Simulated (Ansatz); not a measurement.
C₂H₇B₂Cl, SMILES `BBCCCl`. Charge 0, multiplicity 1. The structure was optimised at the PBE0-D4/def2-TZVP level. It is one conformer, not always the lowest.

```xyz
12

B    -1.288   -1.550   -0.276
B     0.286   -1.138   -0.098
C     0.942    0.269    0.110
C    -0.007    1.441    0.153
Cl    0.844    2.997    0.397
H    -1.980   -1.849    0.658
H    -1.808   -1.632   -1.355
H     1.059   -2.066   -0.133
H     1.692    0.409   -0.681
H     1.540    0.224    1.031
H    -0.562    1.543   -0.780
H    -0.718    1.352    0.974
```

Task: What is the dipole moment at r2SCAN/def2-TZVPP? (Estimate.)

Result: The calculation gave: 1.57 D, with components (-0.38, -1.51, -0.20) D in this frame, pointing from negative to positive charge.

Task: And with PBE, B3LYP, ωB97M-V? (Best estimate.)

Result: The calculation gave: PBE 1.40 D, B3LYP 1.55 D, ωB97M-V 1.54 D.

Task: Give the Mulliken charges with r2SCAN, PBE, B3LYP in def2-TZVPP. (Estimate.)

Result: Computed: 
| atom | r2SCAN | PBE | B3LYP |
| --- | --- | --- | --- |
| B1 | -0.07 | -0.12 | -0.14 |
| B2 | 0.03 | -0.01 | -0.03 |
| C3 | -0.07 | -0.13 | -0.11 |
| C4 | 0.02 | -0.09 | -0.09 |
| Cl5 | -0.19 | -0.17 | -0.18 |
| H6 | 0.02 | 0.04 | 0.05 |
| H7 | 0.02 | 0.04 | 0.05 |
| H8 | 0.00 | 0.03 | 0.04 |
| H9 | 0.05 | 0.09 | 0.08 |
| H10 | 0.05 | 0.09 | 0.08 |
| H11 | 0.07 | 0.12 | 0.12 |
| H12 | 0.07 | 0.12 | 0.12 |

B3LYP here is the variant with VWN-RPA as its local correlation; programs differ in this.
